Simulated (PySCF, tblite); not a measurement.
Isomers of C5H8F3OP. Level: GFN2-xTB in tblite, geometry and Hessian alike; calculated harmonic values, unscaled, isolated species. Against measured fundamentals such values can be off by several per cent, at times by over 20. Modes of hydrogen on phosphorus can be 10 to 20 % off. One conformer each.

Electronic energies: PBE0-D3(BJ)/def2-SVP at its own geometries (PySCF, gas phase).

| SMILES | electronic energy, lowest = 0 (kcal/mol) |
| --- | --- |
| C=CC[P@](C)(=O)C(F)(F)F | 26.0 |
| O=[P@@H]1CC[C@H](C(F)(F)F)C1 | 0.0 |
| COCP(C)C(F)=C(F)F | 71.9 |
| CC[P@](C)(=O)C(F)=C(F)F | 40.1 |
| O=[P@@H]1CCC[C@H]1C(F)(F)F | 1.3 |

Problem. How do GFN2-xTB zero-point energies change the relative energies?

Solution. 
```
                      SMILES  ZPE (kcal/mol)  of it from modes above 1550 cm⁻¹  electronic (kcal/mol)  with ZPE, lowest = 0 (kcal/mol)  lowest mode (cm⁻¹)  rings
O=[P@@H]1CC[C@H](C(F)(F)F)C1            80.0                              33.1                    0.0                              0.0                  36      1
  O=[P@@H]1CCC[C@H]1C(F)(F)F            80.3                              33.2                    1.3                              1.7                  45      1
     C=CC[P@](C)(=O)C(F)(F)F            77.3                              37.1                   26.0                             23.4                  34      0
     CC[P@](C)(=O)C(F)=C(F)F            78.1                              36.9                   40.1                             38.2                  32      0
           COCP(C)C(F)=C(F)F            77.7                              36.3                   71.9                             69.6                  13      0
```

The zero-point energies span 3.0 kcal/mol, from `C=CC[P@](C)(=O)C(F)(F)F` to `O=[P@@H]1CCC[C@H]1C(F)(F)F`. The order is unchanged.

Problem. And how do the electronic energies of GFN2-xTB itself compare?

Solution. `O=[P@@H]1CC[C@H](C(F)(F)F)C1` 1.8; `O=[P@@H]1CCC[C@H]1C(F)(F)F` 0.0; `C=CC[P@](C)(=O)C(F)(F)F` 34.3; `CC[P@](C)(=O)C(F)=C(F)F` 38.6; `COCP(C)C(F)=C(F)F` 80.7 kcal/mol, lowest = 0. Against the energies above, taken from the same isomer `O=[P@@H]1CC[C@H](C(F)(F)F)C1`, the largest difference is 7.0 kcal/mol. The two levels were optimised apart and needn't hold the same conformer.

Problem. What do entropy and thermal enthalpy add at 298.15 K and 1 bar (rigid rotor, harmonic oscillator, one conformer each)?

Solution. 
```csv
SMILES,point group,symmetry number,S (cal/(mol K)),H − H(0) (kcal/mol),ZPE + H − H(0) − TS (kcal/mol)
O=[P@@H]1CC[C@H](C(F)(F)F)C1,C1,1,100.1,6.87,57.0
O=[P@@H]1CCC[C@H]1C(F)(F)F,C1,1,98.8,6.81,57.7
C=CC[P@](C)(=O)C(F)(F)F,C1,1,112.6,8.43,52.1
CC[P@](C)(=O)C(F)=C(F)F,C1,1,111.7,8.50,53.3
```

Not tabulated: `COCP(C)C(F)=C(F)F` (lowest mode only 13 cm⁻¹).
